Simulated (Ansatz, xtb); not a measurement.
## Isomers of C4H2ClF3N2 in order of energy

9 gas-phase structures of C4H2ClF3N2, from a drawn sample of its isomers (lower ones may exist). Each was relaxed with GFN2-xTB:

A. `FC(F)(F)c1cc(Cl)[nH]n1`, a singlet
B. `FC(F)(F)n1ccc(Cl)n1`, a singlet
C. `FC(F)(F)c1cn[nH]c1Cl`, a singlet
D. `FC(F)(F)c1n[nH]cc1Cl`, a singlet
E. `FC(F)(F)c1c[nH]nc1Cl`, a singlet
F. `FC(F)(F)c1[nH]ncc1Cl`, a singlet
G. `FC(F)(F)n1nccc1Cl`, a singlet
H. `FC(F)(F)c1cc(Cl)n[nH]1`, a singlet
I. `FC(F)(F)n1cc(Cl)cn1`, a singlet

Task: Make a reasoned guess at their ranking by r2SCAN-D4/def2-SVP single-point energy.

Result: Calculated order at r2SCAN-D4/def2-SVP: E (0.0), C (5.4), A (5.8), H (6.7), D (12.5), F (14.2), B (18.5), I (26.6), G (34.2) kJ/mol. Less than 1 kcal/mol parts C and A; A and H; D and F, so the order within those pairs means little.

Energies above the lowest of each column, in kJ/mol; the last columns are at B3LYP-D3(BJ)/def2-SVP geometries and were run for some of them only (a dash: not run or not comparable):

```
structure  GFN2-xTB  HF/STO-3G  r2SCAN-D4/def2-SVP  B3LYP-D3(BJ)/def2-SVP  CCSD(T)/def2-SVP + ΔMP2/def2-TZVPP
        E       0.3        7.9                 0.0                    0.0                                 0.0
        C       0.0       12.9                 5.4                    5.2                                 5.3
        A       5.4       11.2                 5.8                    6.4                                 6.5
        H      10.5       11.9                 6.7                    7.2                                 7.3
        D       9.9       12.8                12.5                   12.6                                13.0
        F      13.6       16.9                14.2                   13.9                                15.5
        B       4.3        0.0                18.5                      –                                   –
        I       8.4        0.7                26.6                      –                                   –
        G       8.9       10.3                34.2                      –                                   –
```

CCSD(T)/def2-SVP + ΔMP2/def2-TZVPP puts E lowest of those it was run on; HF/STO-3G picks B. Frequencies (GFN2-xTB) were run for A, C, D, E, F, H alone. ΔMP2 is the change of the MP2 energy from the smaller to the larger basis.

Over these structures GFN2-xTB departs from r2SCAN-D4/def2-SVP by 8.2 kJ/mol on average once a common shift is removed. A GFN2-xTB relaxation took about 0.26 s and the r2SCAN-D4/def2-SVP energy about 8.1 s on a shared host (Ansatz 0.2.0, xtb 6.7.1).
